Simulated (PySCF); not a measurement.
PySCF 2.14 output of an unrestricted PBEsol calculation on a single atom or ion in dyall-av2z (16s12p7d2f, 101 functions), with no relativity, point nucleus:

```
SCF conv_tol = 1e-09
number electrons alpha = 14  beta = 9
    J. P. Perdew, A. Ruzsinszky, G. I. Csonka, O. A. Vydrov, G. E. Scuseria, L. A. Constantin, X. Zhou, and K. Burke.,  Phys. Rev. Lett. 100, 136406 (2008)
    J. P. Perdew, A. Ruzsinszky, G. I. Csonka, O. A. Vydrov, G. E. Scuseria, L. A. Constantin, X. Zhou, and K. Burke.,  Phys. Rev. Lett. 100, 136406 (2008)
cycle= 1 E= -942.674396025932  delta_E= -0.0185  |g|= 0.144  |ddm|= 0.375
cycle= 2 E= -942.64651345619  delta_E= 0.0279  |g|= 0.352  |ddm|= 0.376
cycle= 3 E= -942.682405368464  delta_E= -0.0359  |g|= 0.04  |ddm|= 0.188
cycle= 4 E= -942.683113551461  delta_E= -0.000708  |g|= 0.00365  |ddm|= 0.0418
cycle= 5 E= -942.683117519488  delta_E= -3.97e-06  |g|= 0.000521  |ddm|= 0.00207
cycle= 6 E= -942.68311761924  delta_E= -9.98e-08  |g|= 1.59e-05  |ddm|= 0.000499
cycle= 7 E= -942.683117619332  delta_E= -9.19e-11  |g|= 1.41e-06  |ddm|= 1.89e-05
converged SCF energy = -942.683117619332  <S^2> = 8.750114  2S+1 = 6.000038
```

The run itself started from symmetry-adapted Hartree-Fock orbitals and held the occupation by maximum overlap, on a logarithmic radial grid, so the iterations belong to that start.

Which element, charge and spin multiplicity is this?

V (vanadium, neutral), multiplicity 6; the state was [Ar] 3d4 4s1, high-spin 6D determinant (an excited configuration).
